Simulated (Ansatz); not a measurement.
Reaction (cleavage of the Ga–Si bond): `S[SiH2][GaH2]` + `BO` → `B[O][GaH2]` + `[SiH3]S`

Computed with Ansatz on PBE0-D4/def2-TZVP structures; ΔE is electronic, products minus reactants. CBS: MP2 limit from def2 TZ/QZ plus the TZ coupled-cluster correction, frozen cores. This one scheme is used for every species. Functionals use def2-TZVPP. For Ga outer-core shells are correlated without core-valence functions, which leaves a few kJ/mol of doubt a bond. Scalar relativity is left out up to krypton. Each species was taken in one conformer, which may not be the lowest.

Is it downhill or uphill in electronic energy at CCSD(T)/CBS, and by how much? (Estimate.)

Computed: Downhill: ΔE = -0.46 eV.

What do these levels give: PBE0-D4, r2SCANh-D4, CAM-B3LYP-D4, B2PLYP, BLYP, LC-ωPBE? (Estimate.)

Ansatz gave: PBE0-D4 -0.33, r2SCANh-D4 -0.45, CAM-B3LYP-D4 -0.56, B2PLYP -0.56, BLYP -0.50, LC-ωPBE -0.47 eV.

Largest T1 diagnostic among the species: 0.016.

The D4 term adds +0.05 eV with B3LYP and +0.03 eV with PBE0; it sums over pairs of atoms, weighted by their polarisabilities, and B3LYP, whose exchange is more repulsive, gets the larger term. Leaving LDA and LC-ωPBE aside and taking each functional with its dispersion term where it has one, the values, not all of them listed here, spread over 0.27 eV, from B2PLYP to PBE-D4. In def2-TZVPP, CCSD(T) changes the Hartree–Fock value by +0.21 eV (the triples alone add +0.02 eV) and MP2 by +0.16 eV.

B3LYP here is the variant with VWN-RPA as its local correlation; programs differ in this.
